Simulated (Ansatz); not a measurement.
```yaml
crystal:
  periodic: [false, false, false]
  atoms:
    - {symbol: F, position_ang: [-0.894014, 1.082283, -0.380204]}
    - {symbol: Sb, position_ang: [-0.371237, -0.745848, -0.281349]}
    - {symbol: F, position_ang: [1.254251, -0.401236, 0.648254]}
basis:
  gaussian: {orbitals: def2-mTZVPP}
magnetization: {spin_polarized: true, initial_magnetization: 1}
hamiltonian: {xc: {name: HF}}
correlation: {active_space: {window: {electrons: 2, orbitals: 1}}}
accuracy: high
output: {forces: true}
```

```sh
$ ansatz run in.yaml --threads 2 --pin off --events-out ev --progress --plain --max-ram 32768MiB --backend cpu
```

Output, abridged:

```
Error: invalid value for `correlation.active_space`: it starts from restricted Hartree–Fock orbitals; set hamiltonian.xc: hf without magnetization.spin_polarized
```
